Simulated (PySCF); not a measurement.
CH3BrGeO, SMILES [O]([Ge][Br])C (connectivity only; charge and spin as stated), neutral, multiplicity 1.

Coordinates come from a PBE0-D3(BJ)/def2-SVP optimisation. The structure was generated by enumeration; whether it is a known compound was not checked. Other conformers were not sampled.

Level of theory: PBE/def2-TZVP (PySCF).

The molecule is in vacuum.

Computed frontier levels, gap, dipole moment and polarisability:
The highest occupied level comes out as -6.67 eV and the lowest empty level comes out as -3.05 eV. The orbital gap comes out as 3.62 eV and the dipole moment comes out as 1.43 D. The quadrupole, principal values (traceless, Buckingham form, about the centre of nuclear charge) is -5.69, 1.39, 4.30 D·Å, the mean static polarisability is 69.5 bohr³ (10.29 Å³) and the polarisability, principal values is 49.2, 73.7, 85.5 bohr³.
